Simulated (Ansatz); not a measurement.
Program: Ansatz. Geometries: PBE0-D4/def2-TZVP. ΔE: electronic, gas phase. CBS: MP2 limit from def2 TZ/QZ plus the TZ coupled-cluster correction, frozen cores. This one scheme is used for every species. Functionals use def2-TZVPP. Each species was taken in one conformer, which may not be the lowest.

Consider the hydrogenolysis of a C–B bond: `BC(=N)CF` + H₂ → `N=CCF` + BH₃.

```
   species  BLYP energy (Eh)
`BC(=N)CF`        -258.63807
        H₂          -1.16959
   `N=CCF`        -233.22476
       BH₃         -26.59164
```

Task: Work out ΔE.

Result: ΔE = (-233.22476) + (-26.59164) − (-258.63807) − (-1.16959) = -0.00874 Eh = -0.24 eV. CCSD(T)/CBS gives -0.22 eV.

Largest T1 diagnostic among the species: 0.012.

In def2-TZVPP, CCSD(T) changes the Hartree–Fock value by +0.24 eV (the triples alone add +0.05 eV) and MP2 by +0.27 eV. From r2SCAN to r2SCAN0 (25 % exact exchange), in def2-TZVPP and without D4, ΔE moves by −0.06 eV. The D4 term adds +0.07 eV with B3LYP and +0.04 eV with PBE0; it sums over pairs of atoms, weighted by their polarisabilities, and B3LYP, whose exchange is more repulsive, gets the larger term.

B3LYP here is the variant with VWN-RPA as its local correlation; programs differ in this.
